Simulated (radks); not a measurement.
Results of a calculation; reference values are marked as such.
Lu+, 70 electrons, occupied as [Xe] 4f14 6s2 (the NIST ground configuration). Level of theory: scalar-relativistic Kohn-Sham, LDA (Slater exchange, VWN5 correlation), spin-polarised, spherical densities, point nucleus (a radial shooting solver on a logarithmic mesh with Libxc functionals).

Normalised radial functions P(r) = r R(r), r in bohr:

r,5p,4f
0.002053,0.0046,0.0000
0.002782,0.0077,0.0000
0.00377,0.0127,0.0000
0.00511,0.0209,0.0000
0.006925,0.0339,0.0000
0.009461,0.0547,0.0000
0.01282,0.0846,0.0002
0.01738,0.1252,0.0005
0.02355,0.1735,0.0014
0.03192,0.2176,0.0039
0.04326,0.2318,0.0109
0.05863,0.1785,0.0288
0.07945,0.0303,0.0706
0.1077,-0.1820,0.1587
0.1459,-0.3275,0.3209
0.1978,-0.2289,0.5705
0.2681,0.1362,0.8712
0.3633,0.4691,1.1178
0.4923,0.3665,1.1894
0.6673,-0.1927,1.0575
0.9043,-0.7792,0.7999
1.235,-0.9763,0.5141
1.674,-0.7486,0.2873
2.269,-0.3837,0.1361
3.075,-0.1279,0.0526
4.168,-0.0251,0.0154
5.649,-0.0024,0.0029
7.656,-0.0001,0.0003
10.38,0.0000,0.0000

5p: eigenvalue -40.658 eV, 3 radial nodes at r = 0.0832, 0.243, 0.610 bohr, <r> = 1.39 bohr, 90 % of the charge inside 2.04 bohr. 4f: eigenvalue -18.776 eV, 0 radial nodes, <r> = 0.721 bohr, 90 % of the charge inside 1.24 bohr.
